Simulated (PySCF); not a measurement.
# Electronic structure of Sn²⁺ (tin, charge +2) at the UHF level

Configuration: [Kr] 4d10 5s1 5d1, high-spin 3D determinant (an excited configuration). Computed with PySCF 2.14 in aug-cc-pV5Z-PP with ECP28MDF, with a scalar-relativistic core potential.

| Quantity | Value |
| --- | --- |
| Total energy | -211.995006 hartree |
| One-electron energy | -358.8715 hartree |
| Hartree (Coulomb) energy | 163.4936 hartree |
| Exchange energy | -16.6172 hartree |
| ⟨S²⟩ | 2.0005 |
| ⟨L²⟩ | 6.002 |
| Sum of ⟨r⟩ | 24.12 bohr |
| Sum of ⟨r²⟩ | 44.19 bohr² |
| Traceless quadrupole moment −½Σ⟨3z² − r²⟩ along its main axis | 5.19 e·bohr² |
| Time after the integrals | of the order of 7 core-seconds |

```json
{"shell": "4s α", "electrons": "1", "mean orbital energy (hartree)": "-6.66702", "spread (hartree)": "0", "rms radius, mean of both spins (bohr)": "0.879"}
{"shell": "4s β", "electrons": "1", "mean orbital energy (hartree)": "-6.64697", "spread (hartree)": "0", "rms radius, mean of both spins (bohr)": "0.879"}
{"shell": "4p α", "electrons": "3", "mean orbital energy (hartree)": "-4.85118", "spread (hartree)": "0.00194", "rms radius, mean of both spins (bohr)": "0.952"}
{"shell": "4p β", "electrons": "3", "mean orbital energy (hartree)": "-4.84131", "spread (hartree)": "0.00593", "rms radius, mean of both spins (bohr)": "0.952"}
{"shell": "4d α", "electrons": "5", "mean orbital energy (hartree)": "-2.11337", "spread (hartree)": "0.00942", "rms radius, mean of both spins (bohr)": "1.16"}
{"shell": "4d β", "electrons": "5", "mean orbital energy (hartree)": "-2.10056", "spread (hartree)": "0.00794", "rms radius, mean of both spins (bohr)": "1.16"}
{"shell": "5s α", "electrons": "1", "mean orbital energy (hartree)": "-1.19614", "spread (hartree)": "0", "rms radius, mean of both spins (bohr)": "2.35"}
{"shell": "5d α", "electrons": "1", "mean orbital energy (hartree)": "-0.46123", "spread (hartree)": "0", "rms radius, mean of both spins (bohr)": "4.27"}
```

Energies and moments cover only the electrons outside the core potential. The outer electron is Rydberg-like, and this basis confines it to a smaller radius and binds it less than a complete one would.
